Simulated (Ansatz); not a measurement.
[ReNF4]2- (ReNF₄²⁻). Charge -2, multiplicity 1. Geometry PBE0-D4/def2-SVPD; atoms count from 1.

```tsv
atom	x (Å)	y (Å)	z (Å)
Re1	0.109	0.090	-0.096
N2	1.163	0.958	-1.028
F3	-1.170	-0.929	-1.306
F4	-1.527	1.230	0.303
F5	0.535	0.406	1.868
F6	0.891	-1.754	0.259
```

In the def2 sets Re takes a core potential; there is no spin–orbit coupling. A multiply charged anion in the gas phase is held together partly by the finite basis. Removing one electron lowers the energy by 3.19 eV at PBE0-D4/def2-TZVPD, so it isn't bound. The highest occupied level of the charge -2 singlet lies above zero (up to 5.15 eV). By energy differences it is unbound by 3.19 eV (vertical, to the charge -1 doublet, at PBE0-D4/def2-TZVPD) and held by the finite basis.

Estimate the Mulliken populations from the PBE0/def2-TZVPD orbitals of Ansatz.


| atom | charge (e) | d electrons |
| --- | --- | --- |
| Re1 | 1.51 | 4.73 |
| N2 | -0.66 | – |
| F3 | -0.71 | – |
| F4 | -0.71 | – |
| F5 | -0.71 | – |
| F6 | -0.71 | – |
Mulliken values and Mayer orders depend strongly on the basis. With diffuse functions, as here, like atoms can get unlike values, and bond orders can come out too low or too high.

And the Mayer bond orders between bonded heavy atoms (over 0.3)?

Re1–N2 2.62 (1.65 Å); Re1–F3 0.42 (2.03 Å); Re1–F4 0.42 (2.03 Å); Re1–F5 0.42 (2.03 Å); Re1–F6 0.42 (2.03 Å).
